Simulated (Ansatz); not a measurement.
**Question.** Name a neutral molecule of O, Sn with HOMO–LUMO gap (PBE/def2-TZVPP) between 3.35 and 3.65 eV and HOMO–LUMO gap (B3LYP/def2-TZVPP) between 4.80 and 5.10 eV (Ansatz, PBE0-D4/def2-TZVP geometry).

**Answer.** `[O]=[Sn]` (3.47 eV, 4.96 eV). Other molecules can fit too; these were computed, each in one conformer that needn't be the lowest.

B3LYP here is the variant with VWN-RPA as its local correlation; programs differ in this.
